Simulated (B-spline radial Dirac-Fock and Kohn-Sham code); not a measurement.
## The Zr atom: differential elastic cross section for electrons at 573 eV

Method: relativistic (Dirac) partial waves in the static field of the Dirac-Fock atom with Furness-McCarthy exchange, without polarisation or absorption potentials. Computed with a B-spline atomic structure program.

```csv
θ (°),dσ/dΩ (a₀²/sr),Sherman function
0,222,0.000
10,27.8,0.000
20,3.80,-0.001
30,1.22,0.005
40,0.631,0.010
50,0.344,0.006
60,0.183,-0.017
70,0.114,-0.045
80,0.117,-0.028
90,0.146,0.005
100,0.144,0.031
110,0.0886,0.063
120,0.0178,0.168
130,0.0153,-0.154
140,0.158,-0.052
150,0.458,-0.026
160,0.836,-0.014
170,1.15,-0.006
180,1.28,0.000
```

Problem. What integrated cross sections go with this distribution?

Solution. The total elastic cross section is 14.2 a₀², the first transport cross section 2.99 a₀² and the second, weighted with (3/2) sin²θ, 2.65 a₀². The mean deflection is ⟨1 − cos θ⟩ = 0.211, and 9.0 % of the collisions scatter beyond 90°.

On this grid of angles the cross section has minima near 70°, 130°, from interference among the few low partial waves with large phase shifts.

Phase shifts modulo π (rad) for κ = −1 to −5: 1.348, -0.498, 0.773, -0.788, 1.496.
